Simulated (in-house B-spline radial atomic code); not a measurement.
# RPA and G0W0 on HSE06: the zinc ion Zn⁺

Configuration [Ar] 3d10 4s1, highest spin, mean-field start HSE06. Computed with an all-electron radial atomic-structure program (B-spline basis): all electrons, non-relativistic, point nucleus, each spin shell either full or empty, empty states to l = 9 with an (l + 1/2)⁻⁴ tail; G0W0 by contour deformation at full frequency.

Command:
```bash
python run_gw.py task.json out
```
Settings (radii: box in bohr, nucleus in fm):
```
Z                        30
electrons                29
configuration            [Ar] 3d10 4s1
hamiltonian              nr
method                   hse06
lmax                     9
spin_polarised           True
box_radius               23.78
intervals                53
ion_configuration        [Ar] 3d10
```

Cost of the run: 6.8 s on 1 thread of Arm Neoverse N1, with other jobs on the host.

Energies (hartree):

| term | value |
| --- | --- |
| mean-field total | -1778.85812 |
| Hartree-Fock functional on these orbitals | -1777.54867 |
| direct second order | -2.6406 |
| second-order exchange | 0.75798 |
| SOSEX correction | 0.67283 |

Q: What is the RPA correlation energy, and what remains with SOSEX?

A: RPA gives -2.1552 hartree (-2.02 eV per electron); RPA + SOSEX gives -1.4824, and the second-order doubles -1.8826 hartree (no singles). SOSEX takes back 31 % of the RPA value.

Quasi-particle levels (eV):

| level | occupied | mean field | Σx - vxc | Σc | QP weight | G0W0 |
| --- | --- | --- | --- | --- | --- | --- |
| 4s up | yes | -14.667 | -2.29 | ? | ? | ? |
| 4s down | no | -12.017 | 5.03 | -2.30 | 0.914 | -9.285 |

G0W0 = mean field + (Σx - vxc) + Σc, with Σc (partial-wave tail included) taken at the quasi-particle energy. Only the outer levels were computed. Levels of low weight are left out.

Q: Where does G0W0 put 4s up?

A: At -18.252 eV, with Σc = -1.30 eV and a quasi-particle weight of 0.938. The tabulated removal energy is 17.964 eV (NIST, measured); the calculation leaves out relativity, Breit and QED terms, and what these don't explain is the method's own error.

Q: What does it cost to remove one electron (to [Ar] 3d10) by differences of total energies, each species on its own start (correlation terms add to the Hartree-Fock functional)?

A: HSE06 18.068 eV, Hartree-Fock functional 16.432 eV, + RPA 18.151 eV, + RPA + SOSEX 17.449 eV, + second order 18.349 eV. Tabulated: 17.964 eV (NIST, measured); the calculation leaves out relativity, Breit and QED terms, and what these don't explain is the method's own error.
